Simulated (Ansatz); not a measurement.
# CH9NSi2: structure from calculated spectroscopic constants

These gas-phase data were calculated for one isomer of CH9NSi2 at PBE0-D3(BJ)/def2-SVP (harmonic, unscaled wavenumbers; equilibrium rotational constants with average atomic masses):

```
rotational constants            : 10.72, 1.886, 1.785 GHz
all wavenumbers above 1500 cm⁻¹ : 3610, 3165, 3159, 3055, 2251, 2234, 2218, 2208, 2201
```

Candidates:

(1) `C[SiH2]N[SiH3]`, a singlet
(2) `C[Si@H](N)[SiH3]`, a singlet

Problem. Which candidate do the data belong to?

Solution. Candidate (1). 1 mode lies between 3250 and 3800 cm⁻¹, one for each N–H bond, while (2) has 2.

The same quantities for all candidates:

```tsv
	rotational constants (GHz)	wavenumbers above 1500 cm⁻¹	E above the lowest, PBE0-D3(BJ)/def2-SVP (kcal/mol)
(1)	10.72, 1.886, 1.785	3610, 3165, 3159, 3055, 2251, 2234, 2218, 2208, 2201	0.0
(2)	5.409, 2.724, 2.053	3690, 3593, 3173, 3158, 3057, 2221, 2217, 2209, 2147, 1550	10.4
```

Each candidate is one conformer. Programs: Ansatz 0.2.0.
